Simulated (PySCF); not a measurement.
Al(CF3)(F)(OH) (CHAlF4O), SMILES [OH][Al]([F])[C](F)(F)F. Heavy atoms are numbered as in [Al:1]([C:2]([F:3])([F:4])[F:5])([F:6])[OH:7]. Hydrogens are named by the atom that carries them.

Geometry: PBE0-D3(BJ)/def2-SVP. The structure was generated by enumeration; whether it is a known compound was not checked. The values are those of a single conformer.

These are HF/pcSseg-1 (PySCF) values and carry that method's errors.

GIAO shieldings, no solvent; atoms alike by connectivity are averaged. δ = σ(ref) − σ: ¹³C against TMS (σ = 192.6 ppm); ¹⁹F against CFCl3 (σ = 238.5 ppm); ¹⁷O against H2O (σ = 333.0 ppm); ¹H against TMS (σ = 31.99 ppm), references at their B3LYP-D3(BJ)/def2-TZVP geometries, non-relativistic.

Computed chemical shifts:
```tsv
nucleus	atoms	count	δ (ppm)
¹³C	C2	1	119.0
¹⁹F	F3	3	-51.5
¹⁹F	F6	1	-145.7
¹⁷O	O7 (OH)	1	6.6
¹H	H on O7	1	2.76
```
